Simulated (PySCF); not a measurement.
HCl2HfO, charge +2, quartet, at a GFN2-xTB geometry of the parent state (such geometries of metal compounds can be far from the true shape) (the multiplicity is a formal guess) (core potentials on Hf); DF-B3LYP/def2-TZVP run with PySCF.

Input for PySCF:
```python
from pyscf import gto, scf, dft

mol = gto.M(
    atom='''
Hf    0.262805   -0.174646   -0.079199
Cl   -1.765701   -0.978754    0.317014
Cl   -0.154209    1.910895   -0.707713
O     1.430908   -0.324711    1.334596
H     2.269273   -0.674202    1.667476
''',
    basis='def2-tzvp',
    ecp={'Hf': 'def2-tzvp'},
    charge=2,
    spin=3,
    verbose=5,
)

mf = dft.UKS(mol)
mf.xc = 'b3lyp'
mf = mf.density_fit(auxbasis='def2-universal-jkfit')
mf.kernel()
```

The log (banner, timings and long lists left out):

```
PySCF version 2.14.0

[INPUT] verbose = 5
[INPUT] max_memory = 4000
[INPUT] num. atoms = 5
[INPUT] num. electrons = 53
[INPUT] charge = 2
[INPUT] spin (= nelec alpha-beta = 2S) = 3
[INPUT] symmetry False subgroup None
[INPUT] Mole.unit = angstrom
[INPUT] Symbol           X                Y                Z      unit          X                Y                Z       unit  Magmom
[...]
[INPUT] ---------------- BASIS SET ----------------
[INPUT] l, kappa, [nprim/nctr], expnt,             c_1 c_2 ...
[INPUT] Cl
[...]
                                10426.15688       0.0041990463961
                                2373.2334061      0.021592141679
                                671.56420071      0.084598850094
                                218.4199979       0.24757249724
                                77.572249714      0.47016930228
                                28.888815277      0.37436370716
[...]
                                39.339582961      0.10786112456
                                7.6740679989      -0.27408821574
[...]
                                1.8385832573      0.68636955368
[...]
                                157.6424169       0.018879300374
                                50.262520978      0.087206341273
                                18.536078105      0.2528561297
                                7.2940532777      0.4350715482
[...]
                                1.011                1
[...]
[INPUT] Hf
[...]
                                16                -3.5064630782
                                14.4              4.3082581
                                10.304504667      -0.91045809742
[...]
                                11.738072097      0.10139279686
                                4.9203967161      -0.28227924657
                                1.1251726138      0.52032008501
[...]
                                1.3077987772      0.18409232564
                                0.53272310298     0.41484423516
[...]
[INPUT] H
[...]
                                5.1235746         0.045021094
                                1.1646626         0.20189726
[...]
[INPUT] O
[...]
                                4052.3871392      0.0016838662199
                                922.3272271       0.0087395616265
                                261.24070989      0.035239968808
                                85.354641351      0.11153519115
                                31.035035245      0.25588953961
[...]
[...]
 -7.64275045e-01 -7.12777213e-01 -6.96325988e-01 -4.51968831e-01
 -4.47444793e-01 -4.42217788e-01 -4.21709469e-01 -4.00058519e-01
 -3.63447239e-01 -3.14571299e-01 -2.84475385e-01 -2.45927096e-01
 -2.07711897e-01 -1.96147293e-01 -1.80076669e-01 -1.65529131e-01
 -1.60803960e-01 -1.60523991e-01 -1.45259439e-01 -6.74070214e-02
 -5.60353303e-02 -3.80572189e-02 -3.51175718e-02 -2.45022267e-02
 -1.58556471e-02  2.88426188e-04  5.95612856e-03  8.32161812e-03
  1.08681605e-02  5.86831131e-02  7.13276170e-02  8.90096262e-02
  9.56239945e-02  1.06378792e-01  1.41997256e-01  1.43447074e-01
  1.96235587e-01  2.21222183e-01  2.21273336e-01  3.01499356e-01
  3.44826138e-01  3.65761744e-01  4.21437640e-01  4.24210094e-01
  4.62920500e-01  4.82475459e-01  4.90256059e-01  5.19114741e-01
  5.31801060e-01  5.64632513e-01  6.23531001e-01  6.40761225e-01
  6.50576419e-01  6.78359526e-01  8.97526988e-01  9.14716091e-01
  9.29136415e-01  9.64132870e-01  1.01133858e+00  1.05904855e+00
  1.22181375e+00  1.22890248e+00  1.30262756e+00  1.30966423e+00
  1.31398047e+00  1.34298792e+00  1.36977362e+00  1.38183291e+00
  1.40945094e+00  1.41044523e+00  1.43957881e+00  1.44047931e+00
  1.47163790e+00  1.61360608e+00  1.63440161e+00  1.63870656e+00
  1.63943191e+00  1.64069424e+00  1.64298478e+00  1.65635401e+00
  1.69672933e+00  1.75794062e+00  1.76296304e+00  1.78028865e+00
  1.79968157e+00  1.81425080e+00  1.81644594e+00  1.83100453e+00
  1.84255032e+00  1.89594200e+00  1.91669843e+00  1.94690136e+00
  2.03588779e+00  2.05442711e+00  2.20867245e+00  2.24692722e+00
  2.34045876e+00  2.45716055e+00  2.53800193e+00  2.88596046e+00
  3.30628285e+00  4.61476354e+00  4.61772312e+00  4.64138960e+00
  4.64797876e+00  4.92796626e+00  4.94219697e+00  5.73790656e+00
  5.77292232e+00  5.80184807e+00  6.03968409e+00  6.12968667e+00
  6.54195124e+00  1.02322670e+01  1.02491619e+01  1.02497620e+01
  1.02781394e+01  1.04755998e+01  1.05159740e+01  2.43395206e+01
  2.44215167e+01  3.50165918e+01  3.91121173e+01  3.96268824e+01
  4.29531595e+01  7.81975081e+01  7.40917101e+02]
multiplicity <S^2> = 3.7680864  2S+1 = 4.009033
nelec by numeric integration = [28.00000234 25.00000377]
E1 = -1872.9659111971273  E2 = 607.3154796084249  Ecoul = 678.2928320811602  Exc = -70.9773524727353
Extra cycle  E= -1043.48265384904  delta_E= 1.31e-08  |g|= 0.000146  |ddm|= 0.000173
SCF not converged.
SCF energy = -1043.48265384904 after 50 cycles  <S^2> = 3.7680864  2S+1 = 4.009033
```

The run did not converge; its last values are not results.
